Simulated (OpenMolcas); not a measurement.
**Computed levels of Te V**

```json
{
 "Program": "OpenMolcas",
 "Method": "CASSCF",
 "Basis": "ANO-RCC-VTZP [7s6p4d2f1g]",
 "Scalar Hamiltonian": "DKH2, point nucleus",
 "Active space": "2 electrons in 8 orbitals (5s 5p 6s 6p)",
 "State averaging": "2S+1 = 3 even, 3 roots; 2S+1 = 1 even, 7 roots; 2S+1 = 3 odd, 3 roots; 2S+1 = 1 odd, 3 roots",
 "Spin-orbit coupling": "state interaction with AMFI integrals over the reference wave functions, term energies averaged over their components"
}
```

With spin-orbit coupling, above the lowest level:

| Configuration | Term | J | E (cm⁻¹) | Measured (cm⁻¹) | Term weight % |
| --- | --- | --- | --- | --- | --- |
| 5s² | ¹S | 0 | 0.0 | 0.0 | 100 |
| 5s 5p | ³P° | 0 | 70894 |  | 100 |
| 5s 5p | ³P° | 1 | 73786 |  | 99 |
| 5s 5p | ³P° | 2 | 80791 |  | 100 |
| 5s 5p | ¹P° | 1 | 119421 | 111707 | 99 |
| 5p² | ³P | 0 | 174403 | 176248 | 96 |
| 5p² | ³P | 1 | 179313 | 182419 | 100 |
| 5p² | ³P | 2 | 183716 |  | 84 |
| 5p² | ¹D | 2 | 195988 | 182797 | 84 |
| 5p² | ¹S | 0 | 218759 |  | 96 |

Against the 4 measured excited levels shown (Moore, Atomic Energy Levels, vol. III, NSRDS-NBS 35 (1971 reprint of NBS Circular 467, 1958)) the mean absolute deviation is 6500 cm-1; the largest miss in energy is 5p² ¹D₂: computed 195988, measured 182797 cm⁻¹ (+7.2 %).

Spin-orbit coupling puts the lowest level 19.8 cm⁻¹ below the lowest spin-free term.

Active for correlation alone: 6p 6s; no level in the range computed is led by a configuration that fills them, so any true level of that kind is missing. The ¹D term of p² mixes with s d, which this space lacks. Computed and measured levels are paired by configuration, term and J; levels that our copy of the source lacks, or whose pairing is in doubt (as where it misses far off the trend of its configuration), stay unpaired and out of the deviations. Only configurations of the active space appear. The first state left out of the spin-orbit step lies near 290000 cm-1 above the lowest spin-free state of the reference (among the parities and spins computed), and the list stops at four fifths of that energy or lower.

The term weight is that of the spin-free term in the level, not the purity of its configuration. ° marks odd parity.
